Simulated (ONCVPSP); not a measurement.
**What one change does to a pseudopotential (lanthanum (La), ONCV)**

| Property | Result |
| --- | --- |
| Element | lanthanum (La) |
| Generator | ONCVPSP 4.0.1 |
| Type | optimised norm-conserving Vanderbilt (ONCV) |
| Functional | PBEsol |
| Relativity | fully relativistic |
| Frozen core | [Kr] 4d10 |
| Valence charge | 11 |
| Reference configuration | 5s2 5p6 5d1 (charge +2) |
| Partial waves | 5s: rc 2.70 bohr, ncon 4, nbas 7, qcut 4.7 1/bohr, 2 projectors, debl 1.7 Ha; 5p: rc 2.00 bohr, ncon 4, nbas 8, qcut 3.3 1/bohr, 3 projectors, debl 0.4 Ha; 5d: rc 3.70 bohr, ncon 4, nbas 9, qcut 3.7 1/bohr, 3 projectors, debl 3.7 Ha; f scattering state at 0.42 Ha: rc 3.35 bohr, ncon 5, nbas 9, qcut 3.7 1/bohr, 2 projectors, debl 1.5 Ha |
| Local potential | polynomial inside 1.40 bohr (lpopt 5, dvloc0 2 Ha) |
| Core correction | none |

Open shells are filled in proportion to 2j + 1.

In the s channel the program set the typed energies aside and used -1.893, 0.050 Ha. In the p channel the program set the typed energies aside and used -1.254, 0.250, 0.650 Ha (j = l + 1/2; the other j can differ). In the f channel the program set the typed energies aside and used -0.621, 0.879 Ha (j = l + 1/2; the other j can differ).

Change: p: qcut 2.1.

Cutoffs: the cutoffs (Ha) at which the residual kinetic energy of the hardest occupied pseudo-wave falls to 1 and 0.1 mHa per electron; they do not see the model core or the augmentation charge, which bear on the density cutoff. Errors are all-electron minus pseudo energies relative to the spin-unpolarised reference configuration.

Q: Predict the effect on cutoff, ghosts and configuration errors.

A: The potential gets softer (33 Ha and 51 Ha → 17 Ha and 47 Ha); the bound ghosts move from d to d, p; the errors of the 4 common tests hardly move. The waves are optimised to have the least kinetic energy above qcut, so the cutoff follows it (qcut²/2 in Ha).

```tsv
quantity	base	changed
cutoff, loose	33 Ha	17 Ha
cutoff, tight	51 Ha	47 Ha
loose cutoff by channel	s 6.9 Ha, p 33 Ha, d 4.9 Ha	s 6.9 Ha, p 17 Ha, d 4.9 Ha
bound ghosts	d3/2	p1/2, d3/2
GHOST(+) flags under 300 eV	s at 14.4 eV	s at 14.4 eV
error for 5s2 5p6 5d1 6s2, meV [ΔE -16.85 eV]	-57	-58
error for 5s2 5p6 5d1 6s1, meV [ΔE -10.85 eV]	-21	-21
error for 5s2 5p6 5d0, meV [ΔE 18.90 eV]	+32	+32
error for 5s2 5p6 5d1 6p1, meV [ΔE -7.87 eV]	-9.3	-9.3
s: phases at 2.74 bohr within 0.05 rad from the reference energy up to (Ha; the scan ends near 5)	0.5	0.5
p3/2: phases at 2.03 bohr within 0.05 rad from the reference energy up to (Ha; the scan ends near 5)	to the end of the scan	to the end of the scan
p1/2: phases at 2.03 bohr within 0.05 rad from the reference energy up to (Ha; the scan ends near 5)	to the end of the scan	to the end of the scan
d5/2: phases at 3.76 bohr within 0.05 rad from the reference energy up to (Ha; the scan ends near 5)	-0.4	-0.4
d3/2: phases at 3.76 bohr within 0.05 rad from the reference energy up to (Ha; the scan ends near 5)	-0.4	-0.4
f7/2: phases at 3.40 bohr within 0.05 rad from the reference energy up to (Ha; the scan ends near 5)	-0.2	-0.2
f5/2: phases at 3.40 bohr within 0.05 rad from the reference energy up to (Ha; the scan ends near 5)	-0.2	-0.2
```

 A true bound ghost makes a file unfit for plane-wave use even where its test errors are small: the radial tests pick states by their node count and pass the ghost by.
